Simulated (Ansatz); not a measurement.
Consider the silylene formation by 1,1-elimination: `N[Si](F)([SiH3])S` → `N[SiH3]` + `F[Si]S`.

Gas-phase electronic energies from Ansatz, PBE0-D4/def2-TZVP geometries. CBS: MP2 limit from def2 TZ/QZ plus the TZ coupled-cluster correction, frozen cores. This one scheme is used for every species. DFT in def2-TZVPP. One conformer a species, not always the lowest.

CCSD(T)/CBS gives +41.0 kcal/mol.

Another level gave +37.2 kcal/mol. Which?
A. PBE0/def2-TZVPP
B. B2PLYP/def2-TZVPP
C. r2SCAN-D4/def2-TZVPP
D. CCSD(T)/def2-TZVPP

B. B2PLYP 37.2, CCSD(T)/def2-TZVPP 39.6, r2SCAN-D4 44.5, PBE0 41.8 kcal/mol.

Largest T1 diagnostic among the species: 0.015.

The D4 term adds +4.8 kcal/mol with B3LYP and +2.7 kcal/mol with PBE0; it sums over pairs of atoms, weighted by their polarisabilities, and B3LYP, whose exchange is more repulsive, gets the larger term. From PBE to PBE0 (25 % exact exchange), in def2-TZVPP and without D4, ΔE moves by +3.5 kcal/mol.

B3LYP here is the variant with VWN-RPA as its local correlation; programs differ in this.
